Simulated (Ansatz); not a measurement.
Consider the hydrogenolysis of a C–C bond: `C#CC[SiH2]C` + H₂ → `C[SiH2]C` + `C#C`.

Calculated with Ansatz (gas phase, PBE0-D4/def2-TZVP geometries, no zero-point term in ΔE). CCSD(T)/CBS adds triple-zeta CCSD(T) − MP2 to the extrapolated MP2 energy (def2 sets, frozen cores). This one scheme is used for every species. DFT in def2-TZVPP. One conformer a species, not always the lowest.

`C#CC[SiH2]C`:

```xyz
13

C     2.045   -1.081   -1.290
C     1.299   -0.149   -1.154
C     0.382    0.944   -0.926
Si   -0.426    0.800    0.784
C    -1.307   -0.834    0.961
H     2.713   -1.898   -1.428
H    -0.404    0.952   -1.689
H     0.902    1.905   -0.992
H     0.636    0.944    1.815
H    -1.380    1.936    0.929
H    -2.113   -0.925    0.229
H    -0.607   -1.657    0.803
H    -1.741   -0.937    1.958
```

H₂:

Cartesian coordinates in Å:
```
H 0.175 -0.297 -0.142
H -0.175 0.297 0.142
```

`C[SiH2]C`:

```xyz
11

C    -1.031   -0.832   -0.864
Si    0.590   -0.423   -0.021
C     0.499    1.214    0.882
H    -0.970   -1.788   -1.388
H    -1.294   -0.063   -1.595
H    -1.843   -0.898   -0.136
H     1.680   -0.371   -1.037
H     0.934   -1.506    0.945
H     0.269    2.028    0.191
H     1.448    1.445    1.372
H    -0.280    1.193    1.650
```

`C#C`:

Cartesian coordinates in Å:
```
C 0.286 -0.250 0.462
C -0.286 0.250 -0.462
H 0.796 -0.695 1.284
H -0.796 0.695 -1.284
```

(1) Is it downhill or uphill in electronic energy at CCSD(T)/CBS, and by how much? (Best estimate.)

(2) What do these levels give: PBE-D4, PBE0-D4, PBE, r2SCAN, PBE0, HF/def2-TZVPP, MP2/def2-TZVPP, SCS-MP2/def2-TZVPP, MP2/def2-QZVPP, SCS-MP2/def2-QZVPP, HF/CBS(def2), CCSD/CBS(def2)? (Best estimate.)

Largest T1 diagnostic among the species: 0.013.

Results:

(1) The calculation gave: Downhill: ΔE = -0.41 eV.

(2) The calculation gave: PBE-D4 -0.29, PBE0-D4 -0.33, PBE -0.36, r2SCAN -0.36, PBE0 -0.40, HF/def2-TZVPP -0.60, MP2/def2-TZVPP -0.34, SCS-MP2/def2-TZVPP -0.40, MP2/def2-QZVPP -0.33, SCS-MP2/def2-QZVPP -0.40, HF/CBS(def2) -0.60, CCSD/CBS(def2) -0.46 eV.

From PBE to PBE0 (25 % exact exchange), in def2-TZVPP and without D4, ΔE moves by −0.03 eV. In def2-TZVPP, CCSD(T) changes the Hartree–Fock value by +0.18 eV (the triples alone add +0.05 eV) and MP2 by +0.26 eV.
